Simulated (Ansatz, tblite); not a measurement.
Cost and result up the ladder for the cluster Ga2O2 (the lowest singlet isomer of a short search) (4 atoms). Total charge 0; singlet. Geometry: PBE-D4/def2-SVP.

```xyz
4

Ga    0.352    0.809   -0.257
Ga   -1.022   -2.351    0.745
O    -0.320   -0.734    0.236
O     0.990    2.275   -0.724
```

Ansatz on 4 threads of Arm Neoverse V2 on a shared host; xTB runs through tblite on one thread. Times are rough, summed over both states, and most runs start from the orbitals of an earlier one. ωB97X-V/def2-TZVP serves as the yardstick here, not as an exact answer. Differences are given only for rows in sets of like size (and for xTB, whose basis is part of the method), since another set adds its own error. The other state is a quintet at its own geometry, which has other bonds, so the gap mixes isomer and spin.

The xTB rows come from tblite. B3LYP takes the VWN-RPA correlation. HSE06 is defined as in plane-wave codes, on full-range PBE exchange. Correlated methods freeze 20 core orbitals; core or outer-core shells of Ga are correlated, in sets that lack core-valence functions. At PBE0-D4/def2-TZVP a singlet of charge 0 lies 4.95 eV below the quintet, each at its own geometry. The structure comes from a short search, and lower isomers may exist.

Correlated methods converge slowly with the basis.

xTB has no spin-polarisation term.

```tsv
level	functions	wall time
GFN1-xTB	26	0.004 s
GFN2-xTB	26	0.005 s
HF/STO-3G	46	1.6 s
MP2/def2-TZVP	158	4.6 s
PBE-D4/def2-TZVP	158	5.9 s
RPA@PBE/def2-TZVP	158	6.1 s
B3LYP-D4/def2-TZVP	158	10 s
HSE06-D4/def2-TZVP	158	10 s
PBE0-D4/def2-TZVP (with forces)	158	11 s
CAM-B3LYP-D4/def2-TZVP	158	11 s
r2SCAN-D4/def2-TZVP	158	15 s
r2SCANh-D4/def2-TZVP	158	18 s
ωB97X-V/def2-TZVP	158	28 s
```

(1) Estimate what each level gives for the quintet − singlet (eV).

Results:

(1) 
```json
{"level": "GFN1-xTB", "quintet − singlet (eV)": "9.90", "difference from ωB97X-V/def2-TZVP (eV)": "4.52"}
{"level": "GFN2-xTB", "quintet − singlet (eV)": "9.86", "difference from ωB97X-V/def2-TZVP (eV)": "4.48"}
{"level": "HF/STO-3G", "quintet − singlet (eV)": "-6.13", "difference from ωB97X-V/def2-TZVP (eV)": "–"}
{"level": "MP2/def2-TZVP", "quintet − singlet (eV)": "5.94", "difference from ωB97X-V/def2-TZVP (eV)": "0.56"}
{"level": "PBE-D4/def2-TZVP", "quintet − singlet (eV)": "5.26", "difference from ωB97X-V/def2-TZVP (eV)": "-0.11"}
{"level": "RPA@PBE/def2-TZVP", "quintet − singlet (eV)": "5.04", "difference from ωB97X-V/def2-TZVP (eV)": "-0.34"}
{"level": "B3LYP-D4/def2-TZVP", "quintet − singlet (eV)": "5.26", "difference from ωB97X-V/def2-TZVP (eV)": "-0.11"}
{"level": "HSE06-D4/def2-TZVP", "quintet − singlet (eV)": "4.94", "difference from ωB97X-V/def2-TZVP (eV)": "-0.43"}
{"level": "PBE0-D4/def2-TZVP (with forces)", "quintet − singlet (eV)": "4.95", "difference from ωB97X-V/def2-TZVP (eV)": "-0.43"}
{"level": "CAM-B3LYP-D4/def2-TZVP", "quintet − singlet (eV)": "5.34", "difference from ωB97X-V/def2-TZVP (eV)": "-0.04"}
{"level": "r2SCAN-D4/def2-TZVP", "quintet − singlet (eV)": "4.83", "difference from ωB97X-V/def2-TZVP (eV)": "-0.55"}
{"level": "r2SCANh-D4/def2-TZVP", "quintet − singlet (eV)": "4.73", "difference from ωB97X-V/def2-TZVP (eV)": "-0.64"}
{"level": "ωB97X-V/def2-TZVP", "quintet − singlet (eV)": "5.38", "difference from ωB97X-V/def2-TZVP (eV)": "0.00"}
```
